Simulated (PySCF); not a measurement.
SMILES [SiH3][O][Mg][SiH3], PBE0/def2-SVP optimised geometry.

```
10

Mg    -1.51    -2.02    -1.98
Si    -0.54    -0.72     0.00
H     -0.96    -1.29     1.32
H     -0.96     0.72     0.00
H      0.96    -0.72     0.00
O     -2.20    -2.93    -3.38
Si    -2.85    -3.74    -4.64
H     -4.27    -3.34    -4.88
H     -2.83    -5.22    -4.41
H     -2.09    -3.48    -5.91
```

Density from PBE0/def2-TZVP (PySCF 2.14.0) at that geometry.

Minimum of the electron density along straight lines between bonded atoms, close to the bond critical point (lines longer than 1.1 times the sum of covalent radii, or with two minima, are not listed):

```json
[
 {"bond": "Mg1–Si2", "length / Å": "2.561", "ρ at the minimum / e bohr⁻³": "0.042", "∇²ρ there / e bohr⁻⁵": "0.08", "position (fraction from the first atom)": "0.37"},
 {"bond": "Si2–H3", "length / Å": "1.501", "ρ at the minimum / e bohr⁻³": "0.115", "∇²ρ there / e bohr⁻⁵": "0.16", "position (fraction from the first atom)": "0.49"},
 {"bond": "Si2–H4", "length / Å": "1.501", "ρ at the minimum / e bohr⁻³": "0.115", "∇²ρ there / e bohr⁻⁵": "0.16", "position (fraction from the first atom)": "0.49"},
 {"bond": "Si2–H5", "length / Å": "1.501", "ρ at the minimum / e bohr⁻³": "0.115", "∇²ρ there / e bohr⁻⁵": "0.16", "position (fraction from the first atom)": "0.49"},
 {"bond": "Mg1–O6", "length / Å": "1.804", "ρ at the minimum / e bohr⁻³": "0.075", "∇²ρ there / e bohr⁻⁵": "0.65", "position (fraction from the first atom)": "0.45"},
 {"bond": "O6–Si7", "length / Å": "1.636", "ρ at the minimum / e bohr⁻³": "0.140", "∇²ρ there / e bohr⁻⁵": "0.87", "position (fraction from the first atom)": "0.59"},
 {"bond": "Si7–H8", "length / Å": "1.501", "ρ at the minimum / e bohr⁻³": "0.118", "∇²ρ there / e bohr⁻⁵": "0.14", "position (fraction from the first atom)": "0.49"},
 {"bond": "Si7–H9", "length / Å": "1.500", "ρ at the minimum / e bohr⁻³": "0.119", "∇²ρ there / e bohr⁻⁵": "0.14", "position (fraction from the first atom)": "0.49"},
 {"bond": "Si7–H10", "length / Å": "1.500", "ρ at the minimum / e bohr⁻³": "0.119", "∇²ρ there / e bohr⁻⁵": "0.14", "position (fraction from the first atom)": "0.49"}
]
```
